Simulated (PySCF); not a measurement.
Compound: AsAsSbSb tetrahedron, Sb2As2.
Z-matrix (Å and degrees, PBE0-D3(BJ)/def2-SVP geometry), rows numbered from 1:
```
As
As  1  2.4552
Sb  1  2.6364  2   62.38
Sb  2  2.6361  1   62.37  3   -73.82
```

The calculation used TDDFT wB97X-D/def2-SVPD, vertical, gas phase, core orbitals frozen in the response, def2 core potentials past Kr in PySCF 2.14.0, density-fitted response routines. Spin–orbit coupling is left out.

Frontier orbitals with the atoms that hold most of them (Löwdin shares over 4%, at most four atoms; ? is withheld):

```csv
orbital,ε (eV),atoms
LUMO+2,0.29,"Sb4 28%, Sb3 27%, As2 23%, As1 23%"
LUMO+1,0.14,"Sb3 26%, Sb4 25%, As2 25%, As1 24%"
LUMO,0.00,"Sb4 48%, Sb3 48%"
HOMO,?,?
HOMO-1,-8.09,?
HOMO-2,-8.80,"As2 27%, As1 27%, Sb4 23%, Sb3 23%"
HOMO-3,-9.15,"As1 34%, As2 34%, Sb4 16%, Sb3 16%"
```

(1) Give the leading atoms of the HOMO-1.

(2) Which atoms hold the HOMO, and with what shares?

(3) What is the HOMO energy, and the HOMO–LUMO gap?

## Answers

(1) Sb3 (bonded to 2 As and Sb) 25%; Sb4 (bonded to 2 As and Sb) 25%; As1 (bonded to As and 2 Sb) 25%; As2 (bonded to As and 2 Sb) 25%. By element: antimony 50%, arsenic 50%.

(2) Sb3 (bonded to 2 As and Sb) 33%; Sb4 (bonded to 2 As and Sb) 33%; As2 (bonded to As and 2 Sb) 17%; As1 (bonded to As and 2 Sb) 17%. By element: antimony 66%, arsenic 34%.

(3) ε(HOMO) = -8.06 eV; the gap is 8.06 eV (0.2963 hartree).

**Question.** How does S1 compare with the orbital gap of 8.06 eV?

**Answer.** S1 is at 3.70 eV (f = 0.0005), 4.37 eV below the gap, made of HOMO-1→LUMO (55%), HOMO→LUMO+1 (31%), HOMO→LUMO (11%). Its leading pair isn't HOMO and LUMO; the energies of that pair differ by 8.10 eV. 

Next come S2 at 3.79 eV (f 0.0000), HOMO-1→LUMO+1 (56%), HOMO→LUMO (27%), HOMO-1→LUMO (8%); S3 at 3.89 eV (f 0.0000), HOMO→LUMO+2 (85%), HOMO-1→LUMO+2 (11%); S4 at 4.02 eV (f 0.0011), HOMO→LUMO+1 (57%), HOMO-1→LUMO (26%); S5 at 4.18 eV (f 0.0001), HOMO-1→LUMO+3 (78%), HOMO→LUMO+3 (14%).

Löwdin shares depend on the basis, the more so with diffuse functions.
